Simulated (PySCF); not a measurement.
C7H11NOSi: full NMR table

* Formula: C7H11NOSi
* SMILES: C=C[C@@]1(C#N)CC[SiH2]OC1
* InChI: InChI=1S/C7H11NOSi/c1-2-7(5-8)3-4-10-9-6-7/h2H,1,3-4,6,10H2/t7-/m0/s1
* Point group of the computed structure: C1
* Degrees of unsaturation: 4
* Carbon signals: 7
* Proton signals: 11

Bonds (- single, = double, # triple, : aromatic): C1=C2, C2-C3, C3-C4, C4#N5, C3-C6, C6-C7, C7-Si8, Si8-O9, O9-C10, C10-C3. C1 carries H11, H12; C2 carries H13; C6 carries H14, H15; C7 carries H16, H17; Si8 carries H18, H19; C10 carries H20, H21. Stereochemistry as in C=C[C@@]1(C#N)CC[SiH2]OC1. H12 is cis to C3; H14, H16, H19, H21 are pro-R; H15, H17, H18, H20 are pro-S; H11 is trans to C3.

- geometry from GFN2-xTB
- NMR shieldings at PBE0/pcSseg-1/GIAO
- code: PySCF 2.14.0 with density-fitted response routines
- a single conformation, gas phase, non-relativistic

Shifts are taken against calculated references (same method and geometry level): TMS for ¹H (31.72 ppm) and ¹³C (186.93 ppm) and ²⁹Si (349.16 ppm); NH3 for ¹⁵N (267.73 ppm); H2O for ¹⁷O (336.08 ppm).

| carbon | δC, type | δH (multiplicity) | HMBC from (2–3 bonds) | span of the C tensor (ppm) |
| --- | --- | --- | --- | --- |
| C1 | 128.5, CH2 | H11 5.97 (m); H12 6.12 (m) | H13 | 229 |
| C2 | 143.5, CH | 5.92 (m) | H12, H11, H20, H21, H14, H15 | 218 |
| C3 | 38.7, C | – | H12, H11, H13, H20, H21, H14, H15, H16, H17 | 27 |
| C4 | 125.9, C | – | H13, H20, H21, H14, H15 | 358 |
| C6 | 34.8, CH2 | H14 2.48 (m); H15 2.21 (m) | H13, H18, H19, H20, H21, H16, H17 | 26 |
| C7 | 8.0, CH2 | H16 1.21 (m); H17 0.45 (m) | H18, H19, H14, H15 | 18 |
| C10 | 69.2, CH2 | H20 4.59 (m); H21 4.22 (m) | H13, H18, H19, H14, H15 | 57 |

Other nuclei:
| atoms | nucleus | environment | δ (ppm) | σ (ppm) |
| --- | --- | --- | --- | --- |
| H18 | ¹H | hydrogen on a silicon bonded to C, O, in a 6-membered ring | 5.09 | 26.62 |
| H19 | ¹H | hydrogen on a silicon bonded to C, O, in a 6-membered ring | 4.80 | 26.91 |
| Si8 | ²⁹Si | silicon bonded to C, O, 2 H, in a 6-membered ring | -22.6 | 371.7 |
| N5 | ¹⁵N | nitrile nitrogen | 301.7 | -33.9 |
| O9 | ¹⁷O | oxygen bonded to C, Si, in a 6-membered ring | 14.2 | 321.8 |

1. Carbon types of the structure: 2 × C, 1 × CH, 4 × CH2, leaving 2 H on heteroatoms.
2. δC 143.5: alkene CH; an sp2 carbon of a C=C bond.
3. δC 128.5: terminal =CH2 carbon; as expected for a trigonal carbon in a double bond.
4. δC 125.9: nitrile carbon; this is the usual window of a C≡N carbon, which has no attached hydrogen.
5. δC 69.2: sp3 CH2 bonded to O; pulled downfield by the heteroatom.
6. δH 5.92: hydrogen on an alkene CH; a vinylic proton, deshielded by the sp2 carbon and the C=C anisotropy.

Shifts are as computed. Against solution values, carbons near 30 ppm lie about +3 ppm off and those near 130 ppm about +5 ppm. Of 1211 compounds with measured shifts, 218 miss one by over three times the rms of a fit or turn the order of signals round; such compounds aren't used in these exercises. Experimental scales use liquid or dissolved standards, which lie at an offset from isolated NH3 (liquid NH3: subtract about 20 ppm) and H2O (liquid H2O: subtract about 36 ppm). Unscaled 15N shifts of sp2 nitrogen come out 20 to 40 ppm too high even then. No couplings were computed; multiplicities are counted from neighbouring protons, with m where these are inequivalent, close in shift, in a saturated or five-membered ring or joined by F or P, and br s for small geminal =CH2 splittings.
